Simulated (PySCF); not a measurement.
PySCF job for FeCl₂, SMILES [Cl][Fe][Cl] (connectivity only; charge and spin as stated), neutral, multiplicity 5, PBE-D3(BJ)/def2-TZVP. Geometry optimised at PBE-D3(BJ)/def2-TZVP. The spin state was assumed, not searched. The isomer is the one that the SMILES or the coordinates give; other isomers of the formula were not compared.

```python
import numpy as np
from pyscf import gto, scf, dft, df
from pyscf.hessian import thermo

mol = gto.M(
    atom='''
    Fe    0.00000000    0.00000000    0.00000000
    Cl    0.00000000    0.00000000   -2.12221381
    Cl    0.00000000    0.00000000    2.12221381
    ''',
    basis='def2-TZVP',
    charge=0,
    spin=4,
    max_memory=1600,
    verbose=3,
)
mf = dft.UKS(mol, xc='pbe').density_fit(auxbasis='def2-universal-jkfit')
mf.disp = 'd3bj'
mf.grids.level = 3
mf.conv_tol = 1e-11
mf.max_cycle = 100
mf.kernel()
fine, coarse = mf.grids, dft.Grids(mol).set(level=1).build(with_non0tab=True)
for _ in range(3):  # follow internal instabilities
    mf.grids = coarse
    mo, _, stable, _ = mf.stability(return_status=True, nroots=4)
    mf.grids = fine
    if stable:
        break
    mf.kernel(mf.make_rdm1(mo, mf.mo_occ))

# [left out here: the lines that compute and print the analytic Hessian (its translational invariance restored by hand, since the grid's response is missing), thermochemistry and intensities]
```

Log of the run:

```

WARN: HOMO 0.160695842215594 >= LUMO 0.14995503617253


WARN: HOMO -1.06410229620639 >= LUMO -1.2442083321387


WARN: HOMO -0.577403505289388 >= LUMO -0.709902620416707


WARN: HOMO -0.529060646658972 >= LUMO -0.625779124128457


WARN: HOMO -0.51267405509991 >= LUMO -0.580896561169966


WARN: HOMO 0.138555990124049 >= LUMO 0.120844365391186


WARN: HOMO 0.0194365538520776 >= LUMO 0.0170984650581888


WARN: HOMO -0.339574083227101 >= LUMO -0.339321212987385


WARN: HOMO -0.303797991376058 >= LUMO -0.303260282377029


WARN: HOMO -0.307787151210945 >= LUMO -0.331001676710213


WARN: HOMO -0.30644092098186 >= LUMO -0.306426961592933

converged SCF energy = -2183.6550936053  <S^2> = 6.0086638  2S+1 = 5.0034643
<class 'pyscf.df.df_jk.DFUKS'> wavefunction is stable in the internal stability analysis

WARN: DFTD3 does not support analytical Hessian, using finite difference


WARN: Mole.unit (angstrom) is changed to Bohr

Mode                                 0                   1                   2
Irrep
Freq [cm^-1]                       76.7805             76.7805            343.4948
Reduced mass [au]                  44.5516             44.5516             35.4500
Force const [Dyne/A]                0.1547              0.1547              2.4644
Char temp [K]                     110.4701            110.4701            494.2125
Normal mode                   x     y     z       x     y     z       x     y     z
       0  Fe                -0.10  0.02 -0.00    0.02  0.10  0.00   -0.00 -0.00  0.00
       1  Cl                 0.08 -0.01 -0.00   -0.01 -0.08  0.00    0.00  0.00  0.12
       2  Cl                 0.08 -0.01  0.00   -0.01 -0.08 -0.00    0.00  0.00 -0.12
Mode                                 3
Irrep
Freq [cm^-1]                      491.4493
Reduced mass [au]                  44.5516
Force const [Dyne/A]                6.3397
Char temp [K]                     707.0862
Normal mode                   x     y     z
       0  Fe                -0.00 -0.00  0.10
       1  Cl                 0.00  0.00 -0.08
       2  Cl                 0.00  0.00 -0.08
temperature 298.1500 [K]
pressure 101325.00 [Pa]
Rotational constants [GHz] inf 1.58268 1.58268
Symmetry number 2
Zero-point energy (ZPE) 0.00225 [Eh]   5912.574 [J/mol]
                           tot       elec      trans        rot        vib
Entropy [J/mol/K]       294.954     13.382    169.136     71.355     41.082
Cv [J/mol/K]             49.182      0.000     12.472      8.314     28.396
Cp [J/mol/K]             57.496      0.000     20.786      8.314     28.396
Internal energy [J/mol]                      3718.434   2478.956  11581.377
Internal energy [Eh]   -2183.64832  -2183.65509
Enthalpy [J/mol]                             6197.391   2478.956  11581.377
Enthalpy [Eh]          -2183.64738
Gibbs free energy [J/mol]                  -44230.494 -18795.551   -667.153
Gibbs free energy [Eh] -2183.68087
mode   freq/cm-1   IR/(km/mol)
   1       76.78        11.508
   2       76.78        11.508
   3      343.49         0.000
   4      491.45       138.946
max |gradient| / (hartree/bohr): 1.4009404254021311e-05
APT charges: [ 1.1084 -0.5539 -0.5539]
```

Self-consistency was reached.

Cost: around 60 core-seconds (rough).
